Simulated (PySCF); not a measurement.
C₆H₁₁NOSi.
Atom-mapped SMILES: `[CH3:1][C@@H:2]1[CH:3]=[C:4]([C:5]([NH2:6])=[O:7])[CH2:8][SiH2:9]1`

Geometry (GFN2-xTB, Å), atoms numbered from 1 in this order:
```
atom  x, y, z in Å
C1    -2.1500    1.3359   -0.0649
C2    -1.2870    0.3939    0.7772
C3     0.1692    0.6539    0.5281
C4     0.9479   -0.3349    0.0973
C5     2.4112   -0.2215   -0.1351
N6     2.8474    1.0060   -0.5221
O7     3.1780   -1.1527    0.0050
C8     0.3366   -1.6969   -0.0854
Si9   -1.4952   -1.4720    0.3782
H10   -1.9370    2.3778    0.1737
H11   -3.2052    1.1521    0.1231
H12   -1.9588    1.1825   -1.1250
H13   -1.4984    0.6100    1.8301
H14    0.5405    1.6511    0.7257
H15    3.8314    1.1364   -0.6862
H16    2.2200    1.7694   -0.6926
H17    0.4948   -2.0360   -1.1103
H18    0.8707   -2.4076    0.5459
H19   -2.4069   -1.6907   -0.7483
H20   -1.9145   -2.2460    1.5486
```

Probes without a nucleus sit at each ring's centroid and 1 Å off its mean plane on both sides; NICS is minus the shielding there, NICSzz its component along the normal. Level: GIAO PBE0/pcSseg-1 (PySCF, non-relativistic, gas phase) on the GFN2-xTB geometry, one conformer.

Ring bond lengths (Å), with Mayer bond orders in brackets: C2–C3 1.500 (1.03), C3–C4 1.330 (1.78), C4–C8 1.504 (1.06), C8–Si9 1.903 (0.91), Si9–C2 1.919 (0.86).

Question: What do the NICS probes read (ppm)?

Answer: 
| ring | type | NICS(0) | NICS(1), two faces | NICS(1)zz, two faces | rms pucker (Å) | centre to ring atoms, mean (Å) |
| --- | --- | --- | --- | --- | --- | --- |
| C2–C3–C4–C8–Si9 | 5-membered ring with Si; formal bonds 1 double, 4 single | -2.1 | -2.9 / -2.6 | -1.1 / 0.4 | 0.01 | 1.38 |

Question: What can be read from them?

Answer: 
- C2–C3–C4–C8–Si9: mean NICS(1)zz -0.4 ppm, near zero. C2, C8, Si9 have four or more neighbours, and the NICS criterion for π rings isn't applied.
